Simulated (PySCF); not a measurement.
**Worked example: dipole moment from atomic charges**

BrF2H2NSn, SMILES [NH2][Sn]([F])([F])[Br]. Atoms are numbered in the order given.

```xyz
7

N      2.3100     0.1088     0.3414
Sn     0.3838    -0.4237     0.1442
F     -0.2293    -1.1995     1.7957
F      0.2309    -1.7954    -1.1978
Br    -1.1689     1.3679    -0.4551
H      2.8924    -0.3898    -0.3314
H      2.6477    -0.1092     1.2790
```

Coordinates come from a PBE0-D3(BJ)/def2-SVP optimisation. A frequency run showed that this geometry is not a minimum. The structure was generated by enumeration; whether it is a known compound was not checked. The def2 effective core potentials stand for the cores of Sn; spin–orbit coupling is left out. One conformer was computed; it need not be the lowest.

Charges (e) from PySCF with PBE/def2-TZVP:

| atom | ESP fit | Mulliken |
|---|---|---|
| N1 | -0.874 | -0.678 |
| Sn2 | 0.836 | 1.265 |
| F3 | -0.315 | -0.418 |
| F4 | -0.317 | -0.418 |
| Br5 | -0.090 | -0.258 |
| H6 | 0.382 | 0.253 |
| H7 | 0.379 | 0.254 |

The dipole moment of the full density is 2.60 D.

Problem. What dipole moment does each set of point charges give, and which comes closer to that of the density?

Solution. 
μ = Σ q r, and 1 e Å = 4.8032 D.
ESP fit: Σ q r = (0.515, 0.184, 0.035) e Å, |μ| = 2.63 D.
Mulliken: Σ q r = (0.625, 0.163, 0.059) e Å, |μ| = 3.11 D.
ESP fit comes closer in size. Point charges leave out the atoms' own dipoles (lone pairs, polarised bonds); fits to the potential absorb them, partitions of the density don't.
